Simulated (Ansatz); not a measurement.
`CNB(N)O` + `[OH][Al]([SH])[CH2]F` → `NB(O)CF` + `C[NH][Al]([OH])[SH]`  (redistribution)

Calculated with Ansatz (gas phase, PBE0-D4/def2-TZVP geometries, no zero-point term in ΔE). CCSD(T)/CBS is the MP2 limit (def2-TZVPP, def2-QZVPP) plus CCSD(T) − MP2 in def2-TZVPP, frozen cores. Functionals use def2-TZVPP. One conformer a species, not always the lowest.

| level | ΔE (kJ/mol) |
| --- | --- |
| PBE | -25.8 |
| r2SCAN | -32.2 |
| CCSD/def2-TZVPP | -35.6 |
| HF/def2-QZVPP | -34.4 |

Q: What does CCSD(T)/CBS give? (Best estimate.)

A: Ansatz gave: -34.2 kJ/mol. The listed levels differ from it by 8.4, 2.0, -1.4, -0.2 kJ/mol.

Largest T1 diagnostic among the species: 0.012.
